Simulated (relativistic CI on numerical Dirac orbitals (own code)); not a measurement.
# Slater and spin-orbit integrals, Se¹⁸⁺

Method of calculation: Dirac-Coulomb-Breit CI, orbitals from a KLI potential per configuration, model QED, unscaled Slater integrals (own radial code, finite nucleus).

Slater integrals F^k, G^k are unscaled and averaged over j, outside the closed core [Ne]; ζ comes from projecting the Hamiltonian with its Breit term on Σ l·s of the shell.

- 3s²3p⁴: F^2(3p,3p) = 203130, ζ(3p) = 45409 cm⁻¹; <r>(3p) = 0.4915, <r^2>(3p) = 0.2783 (bohr units).
- 3s3p⁵: G^1(3s,3p) = 259970, ζ(3p) = 45367 cm⁻¹; <r>(3s) = 0.5004, <r^2>(3s) = 0.2848, <r>(3p) = 0.492, <r^2>(3p) = 0.2789 (bohr units).
- 3s²3p³3d: F^2(3p,3p) = 202840, ζ(3p) = 45336, F^2(3p,3d) = 202680, G^1(3p,3d) = 223980, G^3(3p,3d) = 147590, ζ(3d) = 4819.9 cm⁻¹; <r>(3p) = 0.4922, <r^2>(3p) = 0.2791, <r>(3d) = 0.4483, <r^2>(3d) = 0.2337 (bohr units).

Averages of the first 10 configurations, taken without configuration mixing, which lowers the lowest level and can move excited configurations by several eV; other configurations of the list can lie among them:

```tsv
Configuration	Parity	States	Average energy above the lowest level (eV)
3s²3p⁴	even	15	13.0
3s3p⁵	odd	12	82.4
3s²3p³3d	odd	200	102.2
3p⁶	even	1	160.6
3s3p⁴3d	even	300	167.7
3p⁵3d	odd	60	242.1
3s3p³3d²	odd	1800	256.2
3s²3p²3d4p	odd	900	469.5
3s²3p³4s	odd	40	355.9
3p⁵4s	odd	12	497.6
```
